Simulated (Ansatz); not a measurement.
BH4 (SMILES [BH4-]), charge -1, multiplicity 1, relaxed at each level with Ansatz (an electronic-structure program); harmonic frequencies from differences of analytic forces, average atomic masses, frozen cores.

```tsv
level	harmonic frequencies (cm⁻¹)	ZPE (eV)	cost over HF/def2-TZVPP (rough)
HF/def2-TZVPP	1181 1181 1181 1273 1273 2243 2243 2243 2318	0.938	×1
PBE/def2-TZVPP	1031 1031 1031 1157 1157 2240 2245 2245 2245	0.892	×1
B3LYP/def2-TZVPP	1088 1088 1088 1201 1201 2256 2256 2256 2281	0.912	×1
PBE0/def2-TZVPP	1066 1066 1066 1191 1191 2284 2284 2284 2284	0.912	×1
CCSD(T)/cc-pVDZ	1113 1113 1113 1210 1210 2284 2289 2289 2289	0.924	×0.7
CCSD(T)/cc-pVTZ	1108 1108 1108 1224 1224 2276 2276 2276 2281	0.923	×10
```
